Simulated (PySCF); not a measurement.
PySCF input (CCSD(T)/cc-pVDZ):

```python
from pyscf import gto, scf, mp, cc as ccmod

mol = gto.M(
    atom='''
    Si    0.41461912   -0.24657735    0.36204208
    F    -0.92783069   -0.92691346   -0.41534054
    F     0.32284718    1.29476318   -0.33452072
    H    -0.35981604    0.14143532    1.68016218
    ''',
    basis='cc-pvdz',
    charge=-1,
    spin=0,
    verbose=4,
)

mf = scf.RHF(mol)
mf.conv_tol = 1e-10
mf.max_cycle = 100
mf.kernel()
mp2 = mp.MP2(mf, frozen=7).run()
cc = ccmod.CCSD(mf, frozen=7)
cc.max_cycle = 100
cc.kernel()
et = cc.ccsd_t()
print(f'E(CCSD(T)) = {cc.e_tot + et:.9f}')
```

End of the output:

```
Extra cycle  E= -488.484068521462  delta_E= 1.14e-12  |g|= 3.43e-07  |ddm|= 1.45e-06
converged SCF energy = -488.484068521462

******** <class 'pyscf.mp.mp2.RMP2'> ********
nocc = 10, nmo = 44
frozen orbitals 7
E(RMP2) = -488.954206011987  E_corr = -0.470137490524912
E(SCS-RMP2) = -488.943182359128  E_corr = -0.459113837665521
E_corr(same-spin) = -0.121212866497354
E_corr(oppo-spin) = -0.348924624027558

******** <class 'pyscf.cc.ccsd.CCSD'> ********
CC2 = 0
CCSD nocc = 10, nmo = 44
frozen orbitals 7
max_cycle = 100
direct = 0
conv_tol = 1e-07
conv_tol_normt = 1e-05
diis_space = 6
diis_start_cycle = 0
diis_start_energy_diff = 1e+09
Init t2, MP2 energy = -488.954206009869  E_corr(MP2) -0.470137488406942
Init E_corr(CCSD) = -0.470137488407011
cycle = 1  E_corr(CCSD) = -0.475761667878081  dE = -0.00562417947  norm(t1,t2) = 0.0601305
cycle = 2  E_corr(CCSD) = -0.487069403451932  dE = -0.0113077356  norm(t1,t2) = 0.0192968
cycle = 3  E_corr(CCSD) = -0.487820946589824  dE = -0.000751543138  norm(t1,t2) = 0.0102417
cycle = 4  E_corr(CCSD) = -0.489705891081507  dE = -0.00188494449  norm(t1,t2) = 0.00393197
cycle = 5  E_corr(CCSD) = -0.489668874542887  dE = 3.70165386e-05  norm(t1,t2) = 0.000855453
cycle = 6  E_corr(CCSD) = -0.48959920439304  dE = 6.96701498e-05  norm(t1,t2) = 0.000322319
cycle = 7  E_corr(CCSD) = -0.489599408975015  dE = -2.04581975e-07  norm(t1,t2) = 8.74695e-05
cycle = 8  E_corr(CCSD) = -0.489602691383604  dE = -3.28240859e-06  norm(t1,t2) = 2.61338e-05
cycle = 9  E_corr(CCSD) = -0.489602869597856  dE = -1.78214252e-07  norm(t1,t2) = 1.00472e-05
cycle = 10  E_corr(CCSD) = -0.489602972005707  dE = -1.02407852e-07  norm(t1,t2) = 3.12548e-06
cycle = 11  E_corr(CCSD) = -0.489602882332517  dE = 8.96731907e-08  norm(t1,t2) = 8.89465e-07
CCSD converged
E(CCSD) = -488.9736714037948  E_corr = -0.4896028823325167
CCSD(T) correction = -0.00762278079178634
E(CCSD(T)) = -488.981294185
```

It need not be the lowest isomer of its formula. Whether it binds its extra electron was not tested at this geometry.
